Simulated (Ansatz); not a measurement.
Species: C4H9O (charge 0, doublet). It need not be the lowest isomer of its formula. 
Coordinates optimised at B3LYP-D3(BJ)/def2-TZVP (Ansatz, a first-principles code):
```xyz
14

C     -0.1546     1.5694     0.1268
C     -0.4601     0.1184     0.2512
C     -1.7758    -0.2556    -0.4345
O      0.5459    -0.6937    -0.3490
C      1.7803    -0.6723     0.3372
H     -0.5508     2.2840     0.8348
H      0.3338     1.9350    -0.7669
H     -0.5388    -0.1446     1.3182
H     -1.7160    -0.0316    -1.5001
H     -1.9667    -1.3226    -0.3101
H     -2.6052     0.3067    -0.0047
H      2.2208     0.3308     0.3574
H      2.4519    -1.3463    -0.1923
H      1.6653    -1.0215     1.3718
```
Charge 0, spin multiplicity 2.

Basis-set convergence of Hartree-Fock and CCSD(T) correlation energies (hartree) with Ansatz. Valence correlation only, unless marked. UHF or UKS for open shells. Spin-orbit coupling is left out. No relativistic terms.

```csv
basis,functions,E(HF),"E(corr, CCSD(T))"
cc-pVDZ,115,-231.52655,-0.81739
cc-pVTZ,276,-231.59621,-0.99599
cc-pVQZ,545,-231.61218,-1.05071
```

Extrapolating the two largest sets (X = 3 and 4) as X^-3: E(corr) = (64·(-1.05071) - 27·(-0.99599))/37 = -1.0906 Eh, an estimate of the basis-set limit. The largest set recovers 96.3 % of it, the smallest 74.9 %.
